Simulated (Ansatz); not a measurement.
`O[SiH2]C#C[SiH2]F` + `O[SiH2]S` → `O[SiH2]S[SiH2]F` + `C#C[SiH2]O`  (ligand exchange at the Si–C bond)

Isolated molecules relaxed with PBE0-D4/def2-TZVP in Ansatz; ΔE leaves out vibrations. CCSD(T)/CBS is the MP2 limit (def2-TZVPP, def2-QZVPP) plus CCSD(T) − MP2 in def2-TZVPP, frozen cores. Functionals use def2-TZVPP. B3LYP here is the variant with VWN-RPA as its local correlation; programs differ in this. Each species was taken in one conformer, which may not be the lowest.

```csv
level,ΔE (kcal/mol)
B3LYP-D4,-7.5
CCSD(T)/def2-TZVPP,-7.1
```

Problem. What does CCSD(T)/CBS give? (An estimate is asked.)

Solution. The calculation gave: -8.0 kcal/mol. The listed levels differ from it by 0.5, 0.9 kcal/mol.

Largest T1 diagnostic among the species: 0.012.

In def2-TZVPP, CCSD(T) changes the Hartree–Fock value by −2.1 kcal/mol (the triples alone add −0.4 kcal/mol) and MP2 by −2.7 kcal/mol. The D4 term adds −2.0 kcal/mol with B3LYP and −1.0 kcal/mol with PBE0; it sums over pairs of atoms, weighted by their polarisabilities, and B3LYP, whose exchange is more repulsive, gets the larger term.

CCSD(T)/CBS has its own doubt, a few kJ/mol and more with outer-core shells, so smaller differences from it don't rank the levels.
